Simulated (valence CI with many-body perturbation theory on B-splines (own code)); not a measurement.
Forbidden lines of Gd⁵⁷⁺

Computed by configuration interaction combined with many-body perturbation theory (CI+MBPT): five valence electrons over a frozen Dirac-Fock core [He], radial functions for each j: 11 s, 11 p, 10 d, 8 f, 5 g, 2 h, with the one-electron correlation potential Σ1 (screened to all orders), the two-electron term Σ2, the three-electron term Σ3, Breit, model QED; selected single and double excitations, second order for the rest, scaled by the run's own slope (own B-spline code, finite nucleus).

No measured spectrum was set against this ion. As an estimate, large intervals hold to a few tenths of a per cent, small ones and those within an open d or f shell to about a per cent. Among the levels kept, up to 7300 cm⁻¹ of a level comes from second order outside the variational space, and about a tenth of that is noise between levels of different J, which matters for small intervals.

Lines 1 to 50 of 95 in falling wavelength, among levels below 660.36 Ry, chosen from the decays that carry over 1 % of a level's rate. Wavelengths and rates use the calculated energies. Electric multipoles are in the length gauge, E1 and E2 with the static RPA response of the core. Weak lines are less certain than strong ones. Lines between different terms over intervals too small for the method are left out, as are lines whose strength nearly cancels.

Levels are named by their leading jj configuration (3d3/2^4 stands for four electrons in 3d with j = 3/2), which in mixed levels can hold well under half, so a name can repeat and another be missing. Letters in brackets count levels of one name in rising energy.

```tsv
λ vac (Å)	Upper	Lower	Type	A (s⁻¹)	Branch %
17.53	(2s^2 2p1/2 2p3/2^2) J=3/2	(2s^2 2p1/2^2 2p3/2) J=3/2	M1	3.42e+09	99.9
17.49	(2s^2 2p3/2^3) J=3/2	(2s^2 2p1/2 2p3/2^2) J=1/2	M1	8.43e+08	7.3
17.40	(2s^2 2p3/2^2 3d5/2) J=9/2	(2s^2 2p1/2 2p3/2 3d5/2) J=7/2 [b]	M1	8.17e+08	1.1
17.00	(2s^2 2p1/2 2p3/2^2) J=5/2	(2s^2 2p1/2^2 2p3/2) J=3/2	M1	5.72e+08	98.1
17.00	(2s^2 2p1/2 2p3/2^2) J=5/2	(2s^2 2p1/2^2 2p3/2) J=3/2	E2	1.11e+07	1.9
16.87	(2s^2 2p3/2^2 3d5/2) J=9/2	(2s^2 2p1/2 2p3/2 3d5/2) J=9/2	M1	1.52e+09	2.0
16.53	(2s^2 2p3/2^3) J=3/2	(2s^2 2p1/2 2p3/2^2) J=5/2	M1	9.86e+08	8.5
16.44	(2s^2 2p3/2^2 3d5/2) J=9/2	(2s^2 2p1/2 2p3/2 3d5/2) J=7/2 [a]	M1	1.34e+09	1.8
16.09	(2s^2 2p1/2 2p3/2^2) J=1/2	(2s^2 2p1/2^2 2p3/2) J=3/2	M1	2.01e+09	99.5
16.06	(2s^2 2p3/2^3) J=3/2	(2s^2 2p1/2 2p3/2^2) J=3/2	M1	3.97e+09	34.4
2.079	(2s^2 2p1/2 2p3/2 3d5/2) J=9/2	(2s 2p1/2 2p3/2^3) J=5/2	E2	7.22e+08	1.2
1.885	(2s^2 2p1/2 2p3/2 3p1/2) J=3/2 [a]	(2s^2 2p1/2 2p3/2^2) J=1/2	E2	1.14e+11	12.2
1.881	(2s^2 2p1/2 2p3/2 3p1/2) J=5/2	(2s^2 2p1/2 2p3/2^2) J=1/2	E2	2.10e+11	16.9
1.875	(2s^2 2p1/2 2p3/2 3p1/2) J=1/2	(2s^2 2p1/2 2p3/2^2) J=5/2	E2	2.35e+11	27.3
1.872	(2s^2 2p1/2 2p3/2 3p1/2) J=3/2 [b]	(2s^2 2p1/2 2p3/2^2) J=1/2	E2	9.30e+10	3.6
1.872	(2s^2 2p1/2^2 3p1/2) J=1/2	(2s^2 2p1/2^2 2p3/2) J=3/2	E2	1.11e+12	88.0
1.870	(2s^2 2p1/2 2p3/2 3p1/2) J=5/2	(2s^2 2p1/2 2p3/2^2) J=5/2	E2	6.32e+11	50.9
1.869	(2s^2 2p3/2^2 3p1/2) J=3/2	(2s^2 2p3/2^3) J=3/2	E2	2.27e+11	8.3
1.869	(2s^2 2p1/2 2p3/2 3p1/2) J=1/2	(2s^2 2p1/2 2p3/2^2) J=3/2	E2	3.51e+11	40.8
1.869	(2s^2 2p1/2 2p3/2 3p1/2) J=1/2	(2s^2 2p1/2 2p3/2^2) J=3/2	M1	9.55e+09	1.1
1.868	(2s^2 2p3/2^2 3p1/2) J=5/2	(2s^2 2p3/2^3) J=3/2	E2	7.66e+11	37.7
1.867	(2s^2 2p1/2 2p3/2 3p1/2) J=3/2 [a]	(2s^2 2p1/2 2p3/2^2) J=3/2	E2	6.87e+11	73.7
1.864	(2s^2 2p1/2 2p3/2 3p1/2) J=5/2	(2s^2 2p1/2 2p3/2^2) J=3/2	E2	1.57e+11	12.6
1.861	(2s^2 2p1/2 2p3/2 3p1/2) J=3/2 [b]	(2s^2 2p1/2 2p3/2^2) J=5/2	E2	6.22e+11	24.1
1.855	(2s^2 2p3/2^2 3p1/2) J=1/2	(2s^2 2p3/2^3) J=3/2	E2	6.11e+11	31.5
1.855	(2s^2 2p1/2 2p3/2 3p1/2) J=3/2 [b]	(2s^2 2p1/2 2p3/2^2) J=3/2	E2	3.74e+10	1.5
1.851	(2s^2 2p3/2^2 3d5/2) J=9/2	(2s 2p1/2 2p3/2^3) J=5/2	E2	2.92e+09	3.9
1.827	(2s 2p1/2 2p3/2^2 3p3/2) J=9/2	(2s 2p1/2 2p3/2^3) J=5/2	E2	1.85e+11	10.3
1.825	(2s^2 2p1/2 2p3/2 3p3/2) J=3/2 [a]	(2s^2 2p1/2 2p3/2^2) J=1/2	E2	2.66e+10	1.5
1.819	(2s 2p1/2^2 2p3/2 3p3/2) J=7/2	(2s 2p1/2^2 2p3/2^2) J=5/2	E2	3.58e+11	8.4
1.816	(2s 2p1/2^2 2p3/2 3p3/2) J=1/2 [b]	(2s 2p1/2^2 2p3/2^2) J=3/2	E2	6.40e+11	5.6
1.816	(2s^2 2p1/2 2p3/2 3p3/2) J=5/2 [b]	(2s^2 2p1/2 2p3/2^2) J=1/2	E2	2.20e+11	12.9
1.816	(2s^2 2p3/2^2 3p3/2) J=5/2	(2s^2 2p3/2^3) J=3/2	E2	1.89e+11	2.1
1.815	(2s^2 2p1/2 2p3/2 3p3/2) J=5/2 [a]	(2s^2 2p1/2 2p3/2^2) J=5/2	E2	8.54e+10	1.7
1.814	(2s^2 2p3/2^2 3p3/2) J=7/2	(2s^2 2p3/2^3) J=3/2	E2	2.01e+11	3.2
1.814	(2s^2 2p1/2 2p3/2 3p3/2) J=3/2 [a]	(2s^2 2p1/2 2p3/2^2) J=5/2	E2	2.51e+11	14.5
1.812	(2s^2 2p1/2 2p3/2 3p3/2) J=7/2	(2s^2 2p1/2 2p3/2^2) J=5/2	E2	3.84e+11	27.2
1.811	(2s^2 2p1/2 2p3/2 3p3/2) J=1/2 [a]	(2s^2 2p1/2 2p3/2^2) J=3/2	E2	2.36e+11	1.0
1.811	(2s^2 2p1/2^2 3p3/2) J=3/2	(2s^2 2p1/2^2 2p3/2) J=3/2	E2	5.53e+11	45.6
1.809	(2s^2 2p1/2 2p3/2 3p3/2) J=5/2 [a]	(2s^2 2p1/2 2p3/2^2) J=3/2	E2	3.05e+11	6.0
1.808	(2s^2 2p1/2 2p3/2 3p3/2) J=3/2 [a]	(2s^2 2p1/2 2p3/2^2) J=3/2	E2	1.27e+11	7.3
1.806	(2s^2 2p1/2 2p3/2 3p3/2) J=7/2	(2s^2 2p1/2 2p3/2^2) J=3/2	E2	4.40e+10	3.1
1.803	(2s^2 2p3/2^2 3p3/2) J=3/2 [a]	(2s^2 2p3/2^3) J=3/2	E2	6.42e+11	2.9
1.799	(2s^2 2p1/2 2p3/2 3p3/2) J=1/2 [b]	(2s^2 2p1/2 2p3/2^2) J=5/2	E2	7.23e+11	4.4
1.794	(2s^2 2p1/2 2p3/2 3p3/2) J=1/2 [b]	(2s^2 2p1/2 2p3/2^2) J=3/2	E2	2.61e+11	1.6
1.793	(2s 2p1/2^2 2p3/2 3p3/2) J=1/2 [b]	(2s 2p1/2^2 2p3/2^2) J=5/2	E2	2.03e+11	1.8
1.790	(2s 2p1/2 2p3/2^2 3d5/2) J=9/2 [b]	(2s 2p1/2 2p3/2^3) J=5/2	M2	3.31e+10	1.5
1.783	(2s 2p1/2^2 2p3/2 3d5/2) J=9/2	(2s 2p1/2^2 2p3/2^2) J=5/2	M2	2.21e+10	30.9
1.783	(2s 2p1/2^2 2p3/2 3d5/2) J=9/2	(2s 2p1/2^2 2p3/2^2) J=5/2	E3	1.28e+09	1.8
1.779	(2s^2 2p3/2^2 3d5/2) J=7/2	(2s^2 2p3/2^3) J=3/2	M2	3.74e+10	1.8
```
